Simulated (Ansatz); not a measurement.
Consider the hydrogenolysis of a C–Si bond: `N=C([SiH3])S` + H₂ → `N=CS` + SiH₄.

Computed with Ansatz on PBE0-D4/def2-TZVP structures; ΔE is electronic, products minus reactants. CCSD(T)/CBS adds triple-zeta CCSD(T) − MP2 to the extrapolated MP2 energy (def2 sets, frozen cores). This one scheme is used for every species. DFT in def2-TZVPP. Each species was taken in one conformer, which may not be the lowest.

```json
{"level": "PBE-D4", "ΔE (kcal/mol)": "-5.9"}
{"level": "r2SCAN", "ΔE (kcal/mol)": "-6.9"}
{"level": "SCS-MP2/def2-TZVPP", "ΔE (kcal/mol)": "-7.9"}
{"level": "CCSD/def2-TZVPP", "ΔE (kcal/mol)": "-9.3"}
```

**Question.** What does CCSD(T)/CBS give? (Best estimate.)

**Answer.** Computed: -6.6 kcal/mol. The listed levels differ from it by 0.7, -0.3, -1.3, -2.7 kcal/mol.

Largest T1 diagnostic among the species: 0.014.

In def2-TZVPP, CCSD(T) changes the Hartree–Fock value by +6.7 kcal/mol (the triples alone add +1.6 kcal/mol) and MP2 by +8.1 kcal/mol. From PBE to PBE0 (25 % exact exchange), in def2-TZVPP and without D4, ΔE moves by −1.4 kcal/mol. The D4 term adds +2.9 kcal/mol with B3LYP and +1.6 kcal/mol with PBE0; it sums over pairs of atoms, weighted by their polarisabilities, and B3LYP, whose exchange is more repulsive, gets the larger term.

B3LYP here is the variant with VWN-RPA as its local correlation; programs differ in this.
